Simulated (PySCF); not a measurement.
Job file and geometry (Å, from PBE0-D3(BJ)/def2-SVP) of an NMR shielding run on Nb(NH)Cl3 (SMILES [NH]=[Nb]([Cl])([Cl])[Cl]), PySCF, GIAO KT2/pcSseg-1 Nb:def2-TZVP NMR shielding, core potentials past Kr, else non-relativistic, gas phase; density fitting, a coarse starting grid and PySCF grid level 2 are the driver's defaults:

```
{"job": {"kind": "nmr", "xc": "KT2", "basis": {"default": "pcSseg-1", "Nb": "def2-TZVP"}, "pop": false}, "charge": 0, "multiplicity": 1}
Nb    -0.020796    -0.007769    -0.412425
N      0.053886     0.038692     1.304512
H      0.093756     0.049132     2.320526
Cl     2.141265    -0.034224    -1.164886
Cl    -1.121992     1.884521    -1.098373
Cl    -1.146120    -1.930341    -0.949353
```

Problem. Write the output of this run.

Solution. 
```
coarse grid: 34712 points
cycle   1  E = -1498.4101347521  dE =  1.672e-01  |g| = 5.213e+00  |ddm| = 5.399e+00
cycle   2  E = -1469.2607331944  dE =  2.915e+01  |g| = 7.263e+00  |ddm| = 1.952e+01
cycle   3  E = -1499.9357999239  dE = -3.068e+01  |g| = 4.480e+00  |ddm| = 1.936e+01
cycle   4  E = -1496.7644498575  dE =  3.171e+00  |g| = 5.279e+00  |ddm| = 3.209e+00
cycle   5  E = -1501.3307884166  dE = -4.566e+00  |g| = 3.774e+00  |ddm| = 3.121e+00
cycle   6  E = -1499.0590064565  dE =  2.272e+00  |g| = 4.254e+00  |ddm| = 2.821e+00
cycle   7  E = -1503.8632441681  dE = -4.804e+00  |g| = 1.427e+00  |ddm| = 3.086e+00
cycle   8  E = -1503.8061737615  dE =  5.707e-02  |g| = 1.521e+00  |ddm| = 2.394e+00
cycle   9  E = -1504.4150909762  dE = -6.089e-01  |g| = 3.368e-01  |ddm| = 1.529e+00
cycle  10  E = -1504.4300773981  dE = -1.499e-02  |g| = 1.895e-01  |ddm| = 4.343e-01
cycle  11  E = -1504.4405374970  dE = -1.046e-02  |g| = 6.483e-02  |ddm| = 2.203e-01
cycle  12  E = -1504.4414591820  dE = -9.217e-04  |g| = 1.368e-02  |ddm| = 3.234e-02
cycle  13  E = -1504.4414980552  dE = -3.887e-05  |g| = 7.989e-03  |ddm| = 1.695e-02
cycle  14  E = -1504.4415162560  dE = -1.820e-05  |g| = 6.323e-04  |ddm| = 7.502e-03
cycle  15  E = -1504.4415163578  dE = -1.018e-07  |g| = 2.187e-04  |ddm| = 7.334e-04
final grid: 66008 points
cycle  16  E = -1504.4415375484  dE = -1.093e-07  |g| = 6.785e-04  |ddm| = 1.845e-03
cycle  17  E = -1504.4415355381  dE =  2.010e-06  |g| = 3.041e-03  |ddm| = 2.083e-03
cycle  18  E = -1504.4415376336  dE = -2.096e-06  |g| = 2.812e-04  |ddm| = 1.726e-03
cycle  19  E = -1504.4415376538  dE = -2.024e-08  |g| = 5.707e-05  |ddm| = 3.001e-04
cycle  20  E = -1504.4415376549  dE = -1.057e-09  |g| = 1.068e-05  |ddm| = 6.782e-05
cycle  21  E = -1504.4415376549  dE = -9.095e-13  |g| = 9.214e-06  |ddm| = 1.490e-05
converged SCF energy = -1504.4415376549

GIAO shielding tensors (ppm)
atom      isotropic    diamagn.    paramagn.     s11        s22        s33       span
  0 Nb         nan         nan         nan        nan        nan        nan        nan
  1 N     -147.374     324.117    -471.491   -265.595   -263.475     86.947    352.542
  2 H       24.112      30.351      -6.240     22.464     22.490     27.381      4.916
  3 Cl     398.085    1150.333    -752.248   -196.701    652.832    738.122    934.824
  4 Cl     400.172    1150.319    -750.147   -191.276    649.062    742.728    934.004
  5 Cl     398.877    1150.332    -751.455   -200.391    655.286    741.737    942.128
```

Problem. Turn these shieldings into chemical shifts. References, each an isolated molecule treated in the same way: ¹⁵N (264.30 ppm) against NH3; TMS for ¹H (31.18 ppm); ³⁵Cl (942.74 ppm) vs HCl.

Solution. Averaging equivalent atoms: N 1: 411.7; H 2: 7.07; Cl 3/4/5: 544 ppm. No reference was computed at this level for Nb. Experimental scales use liquid or dissolved standards, which lie at an offset from isolated NH3 (liquid NH3: subtract about 20 ppm). Unscaled 15N shifts of sp2 nitrogen come out 20 to 40 ppm too high even then.

Nb is described by an effective core potential, so it has no shielding of its own here; spin–orbit effects on the atoms bonded to it, which can be large, are absent, and the values of these neighbours are rough.

Size and cost of the density-fitted run: 134 basis functions, 18 s wall time on 1 thread of an Arm Neoverse V1, shared host.
